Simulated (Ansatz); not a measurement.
Start from `[F][Ti]([F])([F])[I]` and change one atom or group to get `[OH][Ti]([F])([F])[F]`.

Ansatz, PBE0-D4/def2-TZVP geometries, multiplicity 1. Each molecule was computed in one conformer, which needn't be the lowest.

Elements past krypton have def2 core potentials. Scalar relativity is left out up to krypton.

```csv
property,`[F][Ti]([F])([F])[I]`
HOMO energy (ωB97M-V/def2-TZVPP) / eV,-10.56
LUMO energy (B3LYP/def2-TZVPP) / eV,-3.63
HOMO energy (PBE/def2-TZVPP) / eV,-7.35
size of the dipole moment (ωB97M-V/def2-TZVPP) / D,0.30
size of the dipole moment (PBE/def2-TZVPP) / D,0.55
HOMO–LUMO gap (PBE0/def2-TZVPP) / eV,5.14
```

Q: What does the change do to each property? (Best estimate.)

A: Computed: 
```csv
property,`[OH][Ti]([F])([F])[F]`,shift
HOMO energy (ωB97M-V/def2-TZVPP) / eV,-13.06,-2.50
LUMO energy (B3LYP/def2-TZVPP) / eV,-2.89,0.74
HOMO energy (PBE/def2-TZVPP) / eV,-8.79,-1.44
size of the dipole moment (ωB97M-V/def2-TZVPP) / D,2.49,2.19
size of the dipole moment (PBE/def2-TZVPP) / D,2.43,1.88
HOMO–LUMO gap (PBE0/def2-TZVPP) / eV,8.04,2.90
```

With PBE0 the HOMO falls by 2.08 eV and the LUMO rises by 0.82 eV, so the gap widens by about 2.90 eV. PBE moves the HOMO by -1.44 eV and ωB97M-V by -2.50 eV. The zero-point energy changes by 29.9 kJ/mol with +3 modes. Dipoles are sizes alone; their direction can turn.

B3LYP here is the variant with VWN-RPA as its local correlation; programs differ in this.

Spin–orbit coupling is left out; it splits and shifts lone-pair levels of the heavy atoms by tenths of an eV.
